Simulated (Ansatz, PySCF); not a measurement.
Input for Ansatz (an electronic-structure program):
Ansatz 0.2 input:
```yaml
crystal:
  periodic: [false, false, false]
  atoms:
    - {symbol: Sn, position_ang: [-0.00000000, -0.00000000, -0.31367909]}
    - {symbol: F, position_ang: [0.00000000, 0.00000000, 1.74266161]}
basis:
  gaussian:
    orbitals: STO-3G
hamiltonian:
  xc: {name: B97M-V}
magnetization: {spin_polarized: true, initial_magnetization: 1}
accuracy: high
```

Q: Give the equivalent PySCF input.

A: This is not unique; one that fits is 
```python
from pyscf import gto, scf, dft

mol = gto.M(
    atom='''
Sn   -0.000000   -0.000000   -0.313679
F     0.000000    0.000000    1.742662
''',
    basis='sto-3g',
    charge=0,
    spin=1,
    verbose=4,
)

mf = dft.UKS(mol)
mf.xc = 'b97m_v'
mf.grids.atom_grid = (99, 590)
mf.grids.prune = None
mf.kernel()
```

Both were run: Ansatz gave -6063.313350 Eh and PySCF -6063.313396 Eh, 0.046 mEh apart.
